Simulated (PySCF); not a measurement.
I, charge -1, singlet (all electrons, no relativity) (in this run its highest filled SCF level lies above zero, so its values depend strongly on the basis, on diffuse functions most of all); TPSS/6-311G** in PySCF.

PySCF was given this input:
```python
from pyscf import gto, scf, dft

mol = gto.M(
    atom='''
I     0.00000000    0.00000000    0.00000000
''',
    basis='6-311g**',
    charge=-1,
    verbose=4,
)

mf = dft.RKS(mol)
mf.xc = 'tpss'
mf.kernel()
mf.analyze()
```

What the program printed (banner, timings and long lists left out):

```
PySCF version 2.14.0

[INPUT] verbose = 4
[INPUT] num. atoms = 1
[INPUT] num. electrons = 54
[INPUT] charge = -1
[INPUT] spin (= nelec alpha-beta = 2S) = 0
[INPUT] symmetry False subgroup None
[INPUT] Mole.unit = angstrom
[INPUT] Symbol           X                Y                Z      unit          X                Y                Z       unit  Magmom
[INPUT]  1 I      0.000000000000   0.000000000000   0.000000000000 AA    0.000000000000   0.000000000000   0.000000000000 Bohr   0.0

nuclear repulsion = 0
number of shells = 24
number of NR pGTOs = 86
number of NR cGTOs = 62
basis = 6-311g**
ecp = {}

******** <class 'pyscf.dft.rks.RKS'> ********
method = RKS
initial guess = minao
damping factor = 0
level_shift factor = 0
DIIS = <class 'pyscf.scf.diis.CDIIS'>
diis_start_cycle = 1
diis_space = 8
diis_damp = 0
SCF conv_tol = 1e-09
SCF conv_tol_grad = None
SCF max_cycles = 50
direct_scf = True
direct_scf_tol = 1e-13
XC library pyscf.dft.libxc version 7.1.2
    S. Lehtola, C. Steigemann, M. J. T. Oliveira, and M. A. L. Marques,  SoftwareX 7, 1–5 (2018)
XC functionals = tpss
    J. Tao, J. P. Perdew, V. N. Staroverov, and G. E. Scuseria,  Phys. Rev. Lett. 91, 146401 (2003)
    J. P. Perdew, J. Tao, V. N. Staroverov, and G. E. Scuseria,  J. Chem. Phys. 120, 6898 (2004)
    J. Tao, J. P. Perdew, V. N. Staroverov, and G. E. Scuseria,  Phys. Rev. Lett. 91, 146401 (2003)
    J. P. Perdew, J. Tao, V. N. Staroverov, and G. E. Scuseria,  J. Chem. Phys. 120, 6898 (2004)
radial grids:
    Treutler-Ahlrichs [JCP 102, 346 (1995); DOI:10.1063/1.469408] (M4) radial grids

becke partition: Becke, JCP 88, 2547 (1988); DOI:10.1063/1.454033
pruning grids: <function nwchem_prune>
grids dens level: 3
symmetrized grids: False
atomic radii adjust function: <function treutler_atomic_radii_adjust>
small_rho_cutoff = 0
Set gradient conv threshold to 3.16228e-05
Initial guess from minao.
tot grids = 21960
init E= -6881.63308555848
  HOMO = -0.252095918761838  LUMO = 0.189302833947038  gap/eV = 12.01107
cycle= 1 E= -6918.98107552267  delta_E= -37.3  |g|= 6.77  |ddm|= 2.72
  HOMO = 0.0354878524000269  LUMO = 0.414100563903238  gap/eV = 10.30258
cycle= 2 E= -6919.12272406024  delta_E= -0.142  |g|= 2.27  |ddm|= 1.28
  HOMO = 0.0164081968658118  LUMO = 0.403331394030524  gap/eV = 10.52872
cycle= 3 E= -6919.19354077098  delta_E= -0.0708  |g|= 0.69  |ddm|= 0.66
  HOMO = -0.0101403759175108  LUMO = 0.388932626778519  gap/eV = 10.85933
cycle= 4 E= -6919.20867304276  delta_E= -0.0151  |g|= 0.139  |ddm|= 0.43
  HOMO = 0.00763104432770549  LUMO = 0.39839936890885  gap/eV = 10.63335
cycle= 5 E= -6919.21106552474  delta_E= -0.00239  |g|= 0.0141  |ddm|= 0.193
  HOMO = 0.0043123736647807  LUMO = 0.396620478402806  gap/eV = 10.67525
cycle= 6 E= -6919.21112599643  delta_E= -6.05e-05  |g|= 0.000772  |ddm|= 0.0316
  HOMO = 0.00451694069983495  LUMO = 0.396744304975862  gap/eV = 10.67305
cycle= 7 E= -6919.21112621302  delta_E= -2.17e-07  |g|= 8.08e-06  |ddm|= 0.00183
  HOMO = 0.00451854441414142  LUMO = 0.396746403732457  gap/eV = 10.67306
cycle= 8 E= -6919.21112621303  delta_E= -1.09e-11  |g|= 1.92e-07  |ddm|= 1.26e-05
  HOMO = 0.00451854970457179  LUMO = 0.396746426551875  gap/eV = 10.67306
Extra cycle  E= -6919.21112621303  delta_E= 5.46e-12  |g|= 1.04e-07  |ddm|= 5.81e-07
converged SCF energy = -6919.21112621303
**** SCF Summaries ****
Total Energy =                       -6919.211126213028365
Nuclear Repulsion Energy =               0.000000000000000
One-electron Energy =                -9523.204061222002565
Two-electron Energy =                 2603.992935008974200
Two-electron Coulomb Energy =         2780.317081638262607
DFT Exchange-Correlation Energy =     -176.324146629288236
HOMO-LUMO gap [eV] =                    10.673064164696985
**** MO energy ****
MO #1   energy= -1163.83686783477  occ= 2
MO #2   energy= -175.033515956768  occ= 2
MO #3   energy= -164.45946948635   occ= 2
MO #4   energy= -164.459469486349  occ= 2
MO #5   energy= -164.459469486344  occ= 2
MO #6   energy= -35.0926634976299  occ= 2
MO #7   energy= -30.6022972690695  occ= 2
MO #8   energy= -30.6022972690674  occ= 2
MO #9   energy= -30.602297269067   occ= 2
MO #10  energy= -22.3169237858953  occ= 2
MO #11  energy= -22.3169237858928  occ= 2
MO #12  energy= -22.3169237858927  occ= 2
MO #13  energy= -22.3169237858926  occ= 2
MO #14  energy= -22.3169237858919  occ= 2
MO #15  energy= -5.8859157864955   occ= 2
MO #16  energy= -4.31281872905637  occ= 2
MO #17  energy= -4.31281872905579  occ= 2
MO #18  energy= -4.31281872905462  occ= 2
MO #19  energy= -1.63966010930881  occ= 2
MO #20  energy= -1.63966010930744  occ= 2
MO #21  energy= -1.63966010930724  occ= 2
MO #22  energy= -1.63966010930294  occ= 2
MO #23  energy= -1.6396601093026   occ= 2
MO #24  energy= -0.308684170866733 occ= 2
MO #25  energy= 0.00451854970214523 occ= 2
MO #26  energy= 0.00451854970255782 occ= 2
MO #27  energy= 0.00451854970457179 occ= 2
MO #28  energy= 0.396746426551875  occ= 0
MO #29  energy= 0.396746426553651  occ= 0
MO #30  energy= 0.396746426555911  occ= 0
MO #31  energy= 0.435444616270939  occ= 0
MO #32  energy= 0.624124702092054  occ= 0
MO #33  energy= 0.624124702093667  occ= 0
MO #34  energy= 0.624124702094749  occ= 0
MO #35  energy= 0.624124702094806  occ= 0
 ** Mulliken pop on meta-lowdin orthogonal AOs  **
 ** Mulliken pop  **
 ** Mulliken atomic charges  **
charge of    0I =     -1.00000

WARN: System has nonzero charge -1; the dipole moment is origin-dependent.
Location of origin: [0. 0. 0.]

Dipole moment(X, Y, Z, Debye):  0.00000, -0.00000, -0.00000
```
